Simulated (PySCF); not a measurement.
A structure optimised at PBE-D3(BJ)/def2-SVP, used in a PySCF frequency run:

```xyz
10

In    -0.0373    -0.6529     0.0000
H      1.0878    -2.0001     0.0000
H     -1.7639    -0.9775     0.0000
C      0.6927     1.4211     0.0000
C     -0.3880     2.5040     0.0000
H      1.3618     1.5106    -0.8836
H      1.3618     1.5106     0.8836
H     -1.0479     2.4349     0.8896
H     -1.0479     2.4349    -0.8896
H      0.0481     3.5275     0.0000
```

Write its SMILES, formula and point group.

C[CH2][InH2], C2H7In, Cs

What are its rotational constants (standard atomic weights)?

23.877, 2.7582, 2.5517 GHz
